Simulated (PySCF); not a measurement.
A structure optimised at PBE-D3(BJ)/def2-SVP, used in a PySCF frequency run:

```
Sn
F 1 1.9851
N 1 2.0572 2 106.95
H 3 1.0301 1 110.28 2 -25.88
H 3 1.0301 4 106.11 1 -118.34
N 1 2.0576 2 110.23 4 124.59
H 6 1.0297 1 110.45 2 75.32
H 6 1.0298 7 105.98 1 119.75
C 1 2.1493 2 106.88 4 -112.30
H 9 1.1055 1 109.21 2 -9.57
H 9 1.1058 10 110.20 1 -119.02
H 9 1.1061 10 110.11 11 -121.10
```
Charge 0, spin multiplicity 1.

Problem. Write its SMILES and formula.

Solution. [CH3][Sn]([NH2])([NH2])[F], CH7FN2Sn

Problem. What are its rotational constants (standard atomic weights)?

Solution. 2.6591, 2.5284, 2.4506 GHz
